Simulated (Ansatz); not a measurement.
RuO2⁺, relaxed as a quartet with UKS PBE0-D4/def2-TZVP in Ansatz, starting from the PBE0-D4/def2-TZVP geometry of the charge +1 doublet. Force threshold 0.02 eV/Å.

In the def2 sets Ru takes a core potential; there is no spin–orbit coupling. At PBE0-D4/def2-TZVP a doublet of charge 1 lies 0.32 eV below the quartet, each at its own geometry. The structure comes from a short search, and lower isomers may exist.

Start:

```xyz
3

Ru   -0.272   -0.177   -0.288
O     0.811    0.840   -0.957
O    -0.539   -0.664    1.244
```

**Question.** Estimate the energy that the relaxation releases and the steps that it takes.

**Answer.** 0.52 eV, in 7 steps; 26 s on 4 threads of Arm Neoverse V1 on a shared host. No frequencies were taken in this run, so the end may be a saddle point.

**Question.** Does the start keep its bonding and symmetry?

**Answer.** By distances, no bond broke or formed. The bond that changes most is Ru1–O2, from 1.63 to 1.66 Å (atoms count from 1). Point group C2v at the start, C2v at the end, both within 0.05 Å.

**Question.** Predict the relaxed structure.

**Answer.** 
Cartesian coordinates in Å:
```
Ru -0.4019 -0.2610 -0.4249
O 0.8139 0.8130 -0.7866
O -0.4119 -0.5521 1.2115
```
Bond lengths: 2 × O–Ru 1.66 Å.
